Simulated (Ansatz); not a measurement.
Program: Ansatz. Geometries: PBE0-D4/def2-TZVP. ΔE: electronic, gas phase. CCSD(T)/CBS is the MP2 limit (def2-TZVPP, def2-QZVPP) plus CCSD(T) − MP2 in def2-TZVPP, frozen cores. This one scheme is used for every species. Functionals use def2-TZVPP. B3LYP here is the variant with VWN-RPA as its local correlation; programs differ in this. Each species was taken in one conformer, which may not be the lowest.

Reaction (formal loss of a carbene): `C[S][AlH][CH2]F` → `C[S][AlH2]` + `[CH]F`

`C[S][AlH][CH2]F`:

Z-matrix (Å, degrees):
```
C
S 1 1.824
H 1 1.089 2 108.2
H 1 1.089 2 108.2 3 118.1
H 1 1.087 2 112.2 3 -120.9
Al 2 2.163 1 106.0 3 120.7
C 6 1.985 2 125.0 1 0.0
H 6 1.583 2 116.6 1 179.9
F 7 1.399 6 115.0 2 -0.5
H 7 1.098 6 110.4 2 121.2
H 7 1.098 6 110.4 2 -122.2
```

`C[S][AlH2]`:

Z-matrix (Å, degrees):
```
C
S 1 1.822
H 1 1.090 2 111.6
H 1 1.089 2 108.7 3 120.6
H 1 1.089 2 108.7 3 -120.6
Al 2 2.168 1 102.5 3 -0.3
H 6 1.585 2 117.5 1 0.1
H 6 1.580 2 117.5 1 -179.9
```

`[CH]F`:

```xyz
3

C     0.167   -0.051    0.478
F     0.564   -0.514   -0.670
H    -0.731    0.565    0.192
```

Q: Is it downhill or uphill in electronic energy at CCSD(T)/CBS, and by how much? (Estimate.)

A: Ansatz gave: Uphill: ΔE = +376.5 kJ/mol.

Q: What do these levels give: r2SCAN-D4, PBE0-D4, r2SCAN, B3LYP, HF/def2-TZVPP, MP2/def2-TZVPP, SCS-MP2/def2-TZVPP, CCSD/def2-TZVPP, CCSD(T)/def2-TZVPP, MP2/def2-QZVPP, SCS-MP2/def2-QZVPP, HF/CBS(def2)? (Best estimate.)

A: Computed: r2SCAN-D4 398.7, PBE0-D4 400.4, r2SCAN 396.8, B3LYP 369.3, HF/def2-TZVPP 324.4, MP2/def2-TZVPP 395.6, SCS-MP2/def2-TZVPP 376.7, CCSD/def2-TZVPP 365.3, CCSD(T)/def2-TZVPP 368.4, MP2/def2-QZVPP 400.0, SCS-MP2/def2-QZVPP 380.9, HF/CBS(def2) 323.8 kJ/mol.

Largest T1 diagnostic among the species: 0.018.

The D4 term adds +9.7 kJ/mol with B3LYP and +5.5 kJ/mol with PBE0; it sums over pairs of atoms, weighted by their polarisabilities, and B3LYP, whose exchange is more repulsive, gets the larger term. From PBE to PBE0 (25 % exact exchange), in def2-TZVPP and without D4, ΔE moves by +5.9 kJ/mol.
